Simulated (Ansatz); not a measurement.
CH₃BF₂O (`OB(F)CF`), relaxed with RKS PBE-D4/def2-SVP in Ansatz from a rough embedded geometry. The force threshold is 0.03 eV/Å; the program also tests the step.

Charge 0, multiplicity 1.

Start:

```xyz
8

O     1.649    0.362    0.336
B     0.547   -0.418   -0.048
F     0.743   -1.803   -0.255
C    -0.921    0.175   -0.279
F    -0.869    1.192   -1.220
H     1.701    0.402    1.301
H    -1.630   -0.584   -0.526
H    -1.221    0.674    0.690
```

Problem. By how much does the energy fall, and how many steps does the optimiser take? (An estimate is asked.)

Solution. Computed: 21.09 kcal/mol, in 12 steps.

Problem. Which bonds change most? (Estimate.)

Solution. Computed: B2–F3 from 1.414 to 1.338 Å; O1–B2 from 1.404 to 1.353 Å; C4–H7 from 1.068 to 1.114 Å; C4–F5 from 1.386 to 1.407 Å.

Problem. Give the relaxed structure. (An estimate is asked.)

Solution. The calculation gave: 
```xyz
8

O     1.681    0.055    0.320
B     0.519   -0.622    0.177
F     0.509   -1.950    0.340
C    -0.818    0.159   -0.178
F    -0.524    1.530   -0.292
H     1.496    1.005    0.166
H    -1.262   -0.196   -1.136
H    -1.600    0.019    0.604
```
